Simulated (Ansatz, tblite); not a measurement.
Isomers of Be₁₀⁺ (doublet), found by a short tight-binding search and relaxed with PBE/def2-SVP in Ansatz.

The xTB rows come from tblite.

Run but left out: HF/def2-TZVP, PBE-QIDH/def2-TZVP, MP2/def2-TZVP (A: ⟨S²⟩ 1.32 to 1.87, where a pure state has 0.75).

Other spin states weren't relaxed.

A:

Cartesian coordinates in Å:
```
Be 1.787 0.384 0.417
Be -2.144 0.354 -0.272
Be 0.525 0.422 2.082
Be 0.708 -1.393 0.874
Be 1.114 1.365 -1.300
Be 1.065 -0.819 -1.183
Be -0.915 -1.433 -0.559
Be -1.182 -0.538 1.353
Be -0.314 1.332 0.317
Be -0.646 0.325 -1.729
```

B:

Cartesian coordinates in Å:
```
Be -1.5379 -0.6231 -0.7022
Be 1.5416 -0.5904 0.7224
Be 0.1342 0.6353 1.6807
Be -1.0536 1.4614 -0.0327
Be 0.3593 -1.4800 -0.9628
Be -0.1377 0.5784 -1.7009
Be 1.8688 -0.0159 -1.3025
Be -0.3503 -1.4496 1.0113
Be -1.8686 0.0157 1.3029
Be 1.0443 1.4683 -0.0161
```

Q: Estimate their order by electronic energy at PBE0/def2-TZVP, counted from the lowest.

A: B (0.00) < A (0.15), in eV.

Q: Do the other levels pick the same lowest one?

A: All that were run do. Energies above each level's lowest (eV):

```csv
level,A,B
GFN1-xTB,0.26,0.00
GFN2-xTB,0.07,0.00
PBE/def2-SVP,0.11,0.00
PBE/def2-TZVP,0.09,0.00
BLYP/def2-TZVP,0.13,0.00
r2SCAN/def2-TZVP,0.08,0.00
PBE0/def2-SVP,0.17,0.00
PBE0/def2-TZVP,0.15,0.00
```
Point groups (tolerance 0.1 Å): A C3v, B D4d. Lower isomers may exist.
